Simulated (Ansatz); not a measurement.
A nudged elastic band was laid between two geometries of CH5AlBNO2 (11 atoms, charge 0, multiplicity 1).

The calculation used RHF/def2-SVP in Ansatz.

- movable images: 5
- climbing image: yes
- spring: 5.0 eV/Å²
- optimiser: quadratic models (default)
- start path: through a guess of the saddle point
- force threshold: 0.03 eV/Å
- iteration limit: 60
- end points: relaxed

Image 0:

```xyz
11
Properties=species:S:1:pos:R:3
N -0.013 -2.514 -0.945
C 0.228 -1.644 0.147
O 1.425 -0.804 0.054
Al 0.103 0.260 0.216
B -0.448 2.344 0.248
O -0.640 2.923 1.444
H -0.103 -2.035 -1.821
H 0.728 -3.188 -1.041
H 0.269 -2.233 1.063
H -0.599 2.999 -0.756
H -0.883 3.836 1.412
```

Image 6:

```xyz
11
Properties=species:S:1:pos:R:3
N 0.240 -2.215 -1.186
C 0.291 -1.613 0.119
O 1.470 -0.798 0.278
Al 0.146 0.281 0.226
B -0.383 2.368 0.243
O -0.764 2.908 1.411
H -0.682 -2.558 -1.386
H 0.878 -2.992 -1.259
H 0.218 -2.322 0.948
H -0.360 3.057 -0.748
H -0.988 3.827 1.373
```

(1) Which bonds break or form, and what moves?

(2) Give the energies along the band, and the barrier.

(3) What is the geometry of the highest image?

(4) What are the harmonic wavenumbers there?

The band took 31 iterations and roughly 6 core-minutes.

## Answers

(1) No bond is made or broken. The height of N1 over the plane of its neighbours goes from 0.35 to -0.36 Å.

(2) The run converged. The highest image is number 4 of 0 to 6, 0.181 eV above the first end and 0.105 eV above the last; the last end lies 0.075 eV above the first. A vibrational analysis at the climbing image gives one clearly imaginary mode, 576i cm⁻¹: a first-order saddle point.

```json
{"image": "0", "path coordinate (Å)": "0.00", "energy (eV)": "0.000", "height of N1 over the plane of its neighbours (Å)": "0.35"}
{"image": "1", "path coordinate (Å)": "0.19", "energy (eV)": "0.000", "height of N1 over the plane of its neighbours (Å)": "0.35"}
{"image": "2", "path coordinate (Å)": "0.37", "energy (eV)": "0.025", "height of N1 over the plane of its neighbours (Å)": "0.28"}
{"image": "3", "path coordinate (Å)": "0.56", "energy (eV)": "0.121", "height of N1 over the plane of its neighbours (Å)": "0.13"}
{"image": "4", "path coordinate (Å)": "0.74", "energy (eV)": "0.181", "height of N1 over the plane of its neighbours (Å)": "-0.06"}
{"image": "5", "path coordinate (Å)": "1.19", "energy (eV)": "0.095", "height of N1 over the plane of its neighbours (Å)": "-0.33"}
{"image": "6", "path coordinate (Å)": "1.63", "energy (eV)": "0.075", "height of N1 over the plane of its neighbours (Å)": "-0.36"}
```

(3) 
```xyz
11
Properties=species:S:1:pos:R:3
N 0.190 -2.397 -1.019
C 0.345 -1.611 0.129
O 1.536 -0.744 0.158
Al 0.197 0.293 0.221
B -0.430 2.355 0.245
O -0.748 2.902 1.430
H -0.456 -2.165 -1.738
H 0.607 -3.301 -1.073
H 0.358 -2.223 1.031
H -0.516 3.027 -0.755
H -1.019 3.808 1.392
```

(4) 576i, 40, 90, 130, 210, 302, 387, 487, 551, 590, 693, 752, 922, 1036, 1051, 1074, 1272, 1273, 1317, 1415, 1511, 1759, 2646, 3221, 3828, 3962, 4164 cm⁻¹.

The run took 3.2 min on 2 threads of Arm Neoverse V2, with other jobs on the host, peak memory 0.23 GiB.
